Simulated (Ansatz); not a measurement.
Geometry optimisation of C$_{2}$H$_{5}$BF$_{2}$O, SMILES `CBC(O)(F)F`.

```yaml
crystal:
  periodic: [false, false, false]
  atoms:
    - {symbol: C, position_ang: [-0.145566, -0.349726, 1.567059]}
    - {symbol: B, position_ang: [0.554071, -0.136485, 0.196442]}
    - {symbol: C, position_ang: [-0.140733, 0.626007, -1.009177]}
    - {symbol: O, position_ang: [-0.632531, -0.456800, -1.761621]}
    - {symbol: F, position_ang: [0.692205, 1.392098, -1.793174]}
    - {symbol: F, position_ang: [-1.217904, 1.393477, -0.700753]}
    - {symbol: H, position_ang: [-0.015905, -1.372741, 1.975671]}
    - {symbol: H, position_ang: [-1.208671, -0.045314, 1.599667]}
    - {symbol: H, position_ang: [0.409227, 0.313498, 2.276675]}
    - {symbol: H, position_ang: [1.647140, -0.611794, -0.058318]}
    - {symbol: H, position_ang: [0.123968, -0.809020, -2.271871]}
basis:
  gaussian: {orbitals: def2-TZVP}
hamiltonian: {xc: pbe0, dispersion: d4}
relax: {f_tol: 0.005, max_steps: 150}
```

```sh
$ ansatz run in.yaml --threads 4 --pin off --events-out ev --progress --plain --max-ram 10444MiB
```

Output, abridged:

```
Functional definition: PBE0
mean field -10305.92263136 eV, -378.7356710971 hartree, gradient 1.8e-5 eV, S^2 0.000000; 0 other end points of the search recorded, 0 dependent functions left out
relax step   1: F+E_penalty+E_count = -10306.07465243 eV  Δ(F+E_penalty+E_count) = +0.000e0 eV  max|allowed force component| = 7.153e-1 eV/Å  Δτ_max = 0.0000 Å  (29 SCF iters, accepted)
mean field -10305.96219808 eV, -378.7371251474 hartree, gradient 1.0e-5 eV, S^2 0.000000; 0 other end points of the search recorded, 0 dependent functions left out
relax step   2: F+E_penalty+E_count = -10306.11451496 eV  Δ(F+E_penalty+E_count) = -3.986e-2 eV  max|allowed force component| = 2.944e-1 eV/Å  Δτ_max = 0.0239 Å  (33 SCF iters, accepted)
mean field -10305.96926619 eV, -378.7373848955 hartree, gradient 1.0e-5 eV, S^2 0.000000; 0 other end points of the search recorded, 0 dependent functions left out
relax step   3: F+E_penalty+E_count = -10306.12171650 eV  Δ(F+E_penalty+E_count) = -7.202e-3 eV  max|allowed force component| = 8.618e-2 eV/Å  Δτ_max = 0.0238 Å  (33 SCF iters, accepted)
mean field -10305.97038930 eV, -378.7374261693 hartree, gradient 1.0e-5 eV, S^2 0.000000; 0 other end points of the search recorded, 0 dependent functions left out
relax step   4: F+E_penalty+E_count = -10306.12259452 eV  Δ(F+E_penalty+E_count) = -8.780e-4 eV  max|allowed force component| = 1.543e-1 eV/Å  Δτ_max = 0.0377 Å  (33 SCF iters, accepted)
mean field -10305.97285752 eV, -378.7375168744 hartree, gradient 9.9e-6 eV, S^2 0.000000; 0 other end points of the search recorded, 0 dependent functions left out
relax step   5: F+E_penalty+E_count = -10306.12492676 eV  Δ(F+E_penalty+E_count) = -2.332e-3 eV  max|allowed force component| = 7.594e-2 eV/Å  Δτ_max = 0.0266 Å  (32 SCF iters, accepted)
mean field -10305.97406493 eV, -378.7375612460 hartree, gradient 1.0e-5 eV, S^2 0.000000; 0 other end points of the search recorded, 0 dependent functions left out
relax step   6: F+E_penalty+E_count = -10306.12601797 eV  Δ(F+E_penalty+E_count) = -1.091e-3 eV  max|allowed force component| = 2.712e-2 eV/Å  Δτ_max = 0.0356 Å  (31 SCF iters, accepted)
mean field -10305.97522821 eV, -378.7376039960 hartree, gradient 1.0e-5 eV, S^2 0.000000; 0 other end points of the search recorded, 0 dependent functions left out
relax step   7: F+E_penalty+E_count = -10306.12728009 eV  Δ(F+E_penalty+E_count) = -1.262e-3 eV  max|allowed force component| = 4.362e-2 eV/Å  Δτ_max = 0.0565 Å  (31 SCF iters, accepted)
mean field -10305.97192425 eV, -378.7374825775 hartree, gradient 9.8e-6 eV, S^2 0.000000; 0 other end points of the search recorded, 0 dependent functions left out
relax step   8: F+E_penalty+E_count = -10306.12376252 eV  Δ(F+E_penalty+E_count) = +3.518e-3 eV  max|allowed force component| = 5.105e-1 eV/Å  Δτ_max = 0.1643 Å  (38 SCF iters, rejected (line search))
mean field -10305.97576632 eV, -378.7376237708 hartree, gradient 9.8e-6 eV, S^2 0.000000; 0 other end points of the search recorded, 0 dependent functions left out
relax step   9: F+E_penalty+E_count = -10306.12769697 eV  Δ(F+E_penalty+E_count) = -4.169e-4 eV  max|allowed force component| = 9.203e-2 eV/Å  Δτ_max = 0.0255 Å  (32 SCF iters, accepted)
mean field -10305.97632073 eV, -378.7376441450 hartree, gradient 1.4e-5 eV, S^2 0.000000; 0 other end points of the search recorded, 0 dependent functions left out
relax step  10: F+E_penalty+E_count = -10306.12816452 eV  Δ(F+E_penalty+E_count) = -4.675e-4 eV  max|allowed force component| = 2.228e-1 eV/Å  Δτ_max = 0.0976 Å  (31 SCF iters, accepted)
mean field -10305.97730451 eV, -378.7376802986 hartree, gradient 9.8e-6 eV, S^2 0.000000; 0 other end points of the search recorded, 0 dependent functions left out
relax step  11: F+E_penalty+E_count = -10306.12923140 eV  Δ(F+E_penalty+E_count) = -1.067e-3 eV  max|allowed force component| = 6.414e-2 eV/Å  Δτ_max = 0.0232 Å  (33 SCF iters, accepted)
mean field -10305.97711480 eV, -378.7376733268 hartree, gradient 9.7e-6 eV, S^2 0.000000; 0 other end points of the search recorded, 0 dependent functions left out
relax step  12: F+E_penalty+E_count = -10306.12903415 eV  Δ(F+E_penalty+E_count) = +1.973e-4 eV  max|allowed force component| = 1.264e-1 eV/Å  Δτ_max = 0.0206 Å  (33 SCF iters, rejected (line search))
mean field -10305.97765700 eV, -378.7376932521 hartree, gradient 9.7e-6 eV, S^2 0.000000; 0 other end points of the search recorded, 0 dependent functions left out
relax step  13: F+E_penalty+E_count = -10306.12955821 eV  Δ(F+E_penalty+E_count) = -3.268e-4 eV  max|allowed force component| = 1.107e-2 eV/Å  Δτ_max = 0.0100 Å  (34 SCF iters, accepted)
mean field -10305.97799973 eV, -378.7377058474 hartree, gradient 9.9e-6 eV, S^2 0.000000; 0 other end points of the search recorded, 0 dependent functions left out
relax step  14: F+E_penalty+E_count = -10306.12985557 eV  Δ(F+E_penalty+E_count) = -2.974e-4 eV  max|allowed force component| = 2.862e-2 eV/Å  Δτ_max = 0.0280 Å  (31 SCF iters, accepted)
mean field -10305.97660180 eV, -378.7376544743 hartree, gradient 2.1e-5 eV, S^2 0.000000; 0 other end points of the search recorded, 0 dependent functions left out
relax step  15: F+E_penalty+E_count = -10306.12832811 eV  Δ(F+E_penalty+E_count) = +1.527e-3 eV  max|allowed force component| = 2.660e-1 eV/Å  Δτ_max = 0.1122 Å  (31 SCF iters, rejected (line search))
mean field -10305.97603616 eV, -378.7376336874 hartree, gradient 1.0e-5 eV, S^2 0.000000; 0 other end points of the search recorded, 0 dependent functions left out
relax step  16: F+E_penalty+E_count = -10306.12784841 eV  Δ(F+E_penalty+E_count) = +2.007e-3 eV  max|allowed force component| = 1.826e-1 eV/Å  Δτ_max = 0.0557 Å  (33 SCF iters, rejected (line search))
mean field -10305.97838107 eV, -378.7377198614 hartree, gradient 9.7e-6 eV, S^2 0.000000; 0 other end points of the search recorded, 0 dependent functions left out
relax step  17: F+E_penalty+E_count = -10306.13016910 eV  Δ(F+E_penalty+E_count) = -3.135e-4 eV  max|allowed force component| = 2.081e-2 eV/Å  Δτ_max = 0.0279 Å  (33 SCF iters, accepted)
mean field -10305.97863872 eV, -378.7377293298 hartree, gradient 1.3e-5 eV, S^2 0.000000; 0 other end points of the search recorded, 0 dependent functions left out
relax step  18: F+E_penalty+E_count = -10306.13030340 eV  Δ(F+E_penalty+E_count) = -1.343e-4 eV  max|allowed force component| = 1.337e-1 eV/Å  Δτ_max = 0.0684 Å  (32 SCF iters, accepted)
mean field -10305.97880558 eV, -378.7377354616 hartree, gradient 1.1e-5 eV, S^2 0.000000; 0 other end points of the search recorded, 0 dependent functions left out
relax step  19: F+E_penalty+E_count = -10306.13053625 eV  Δ(F+E_penalty+E_count) = -2.328e-4 eV  max|allowed force component| = 5.634e-2 eV/Å  Δτ_max = 0.0115 Å  (32 SCF iters, accepted)
mean field -10305.97891526 eV, -378.7377394925 hartree, gradient 9.9e-6 eV, S^2 0.000000; 0 other end points of the search recorded, 0 dependent functions left out
relax step  20: F+E_penalty+E_count = -10306.13062837 eV  Δ(F+E_penalty+E_count) = -9.212e-5 eV  max|allowed force component| = 3.801e-2 eV/Å  Δτ_max = 0.0173 Å  (33 SCF iters, accepted)
mean field -10305.97909007 eV, -378.7377459166 hartree, gradient 1.0e-5 eV, S^2 0.000000; 0 other end points of the search recorded, 0 dependent functions left out
relax step  21: F+E_penalty+E_count = -10306.13079149 eV  Δ(F+E_penalty+E_count) = -1.631e-4 eV  max|allowed force component| = 1.363e-2 eV/Å  Δτ_max = 0.0111 Å  (33 SCF iters, accepted)
mean field -10305.97924334 eV, -378.7377515493 hartree, gradient 1.0e-5 eV, S^2 0.000000; 0 other end points of the search recorded, 0 dependent functions left out
relax step  22: F+E_penalty+E_count = -10306.13089086 eV  Δ(F+E_penalty+E_count) = -9.937e-5 eV  max|allowed force component| = 2.853e-2 eV/Å  Δτ_max = 0.0267 Å  (33 SCF iters, accepted)
mean field -10305.97929556 eV, -378.7377534681 hartree, gradient 1.0e-5 eV, S^2 0.000000; 0 other end points of the search recorded, 0 dependent functions left out
relax step  23: F+E_penalty+E_count = -10306.13091617 eV  Δ(F+E_penalty+E_count) = -2.531e-5 eV  max|allowed force component| = 3.698e-2 eV/Å  Δτ_max = 0.0295 Å  (33 SCF iters, accepted)
mean field -10305.97936480 eV, -378.7377560127 hartree, gradient 1.0e-5 eV, S^2 0.000000; 0 other end points of the search recorded, 0 dependent functions left out
relax step  24: F+E_penalty+E_count = -10306.13098923 eV  Δ(F+E_penalty+E_count) = -7.306e-5 eV  max|allowed force component| = 3.466e-2 eV/Å  Δτ_max = 0.0036 Å  (33 SCF iters, accepted)
mean field -10305.97940368 eV, -378.7377574415 hartree, gradient 1.0e-5 eV, S^2 0.000000; 0 other end points of the search recorded, 0 dependent functions left out
relax step  25: F+E_penalty+E_count = -10306.13102937 eV  Δ(F+E_penalty+E_count) = -4.014e-5 eV  max|allowed force component| = 2.553e-2 eV/Å  Δτ_max = 0.0065 Å  (33 SCF iters, accepted)
mean field -10305.97945138 eV, -378.7377591945 hartree, gradient 1.0e-5 eV, S^2 0.000000; 0 other end points of the search recorded, 0 dependent functions left out
relax step  26: F+E_penalty+E_count = -10306.13107299 eV  Δ(F+E_penalty+E_count) = -4.362e-5 eV  max|allowed force component| = 1.166e-2 eV/Å  Δτ_max = 0.0152 Å  (31 SCF iters, accepted)
mean field -10305.97949258 eV, -378.7377607087 hartree, gradient 1.1e-5 eV, S^2 0.000000; 0 other end points of the search recorded, 0 dependent functions left out
relax step  27: F+E_penalty+E_count = -10306.13110229 eV  Δ(F+E_penalty+E_count) = -2.930e-5 eV  max|allowed force component| = 3.399e-3 eV/Å  Δτ_max = 0.0193 Å  (33 SCF iters, accepted)
mean field -10305.97949354 eV, -378.7377607439 hartree, gradient 1.0e-5 eV, S^2 0.000000; 0 other end points of the search recorded, 0 dependent functions left out
relax step  28: F+E_penalty+E_count = -10306.13111016 eV  Δ(F+E_penalty+E_count) = -7.874e-6 eV  max|allowed force component| = 3.435e-3 eV/Å  Δτ_max = 0.0117 Å  (31 SCF iters, accepted)
mean field -10305.97949354 eV, -378.7377607439 hartree, gradient 1.0e-5 eV, S^2 0.000000; 1 other end points of the search recorded, 0 dependent functions left out
Total energy: -10306.13113765 eV, -378.7433335621 hartree
Atom 0 at    -0.094781    -0.296482     1.605649 Å, force    -0.000627     0.000327     0.000564 eV/Å
Atom 1 at     0.446193    -0.332827     0.165212 Å, force    -0.003435     0.002791     0.001179 eV/Å
Atom 2 at    -0.204458     0.522524    -1.017618 Å, force     0.002939     0.001971     0.000582 eV/Å
Atom 3 at    -0.523620    -0.227178    -2.118255 Å, force    -0.000565    -0.000929    -0.003194 eV/Å
Atom 4 at     0.697508     1.505039    -1.368676 Å, force    -0.002799    -0.000341     0.000239 eV/Å
Atom 5 at    -1.338404     1.168597    -0.681853 Å, force     0.003234    -0.001619    -0.000498 eV/Å
Atom 6 at     0.148846    -1.172185     2.207784 Å, force     0.000107    -0.000451     0.000864 eV/Å
Atom 7 at    -1.157247    -0.057298     1.676386 Å, force     0.001576    -0.000576    -0.000642 eV/Å
Atom 8 at     0.434746     0.553073     2.071284 Å, force     0.000244    -0.000901    -0.000087 eV/Å
Atom 9 at     1.409474    -0.969650    -0.157636 Å, force     0.000208    -0.000367    -0.000209 eV/Å
Atom 10 at     0.247044    -0.750413    -2.361678 Å, force    -0.000883     0.000095     0.001203 eV/Å
Dipole moment:     0.298489    -0.444690     0.278320 e Å
```

It took 95 s on 4 threads of an Arm Neoverse V1 on a shared host, with 0.55 GiB of host memory at the peak.
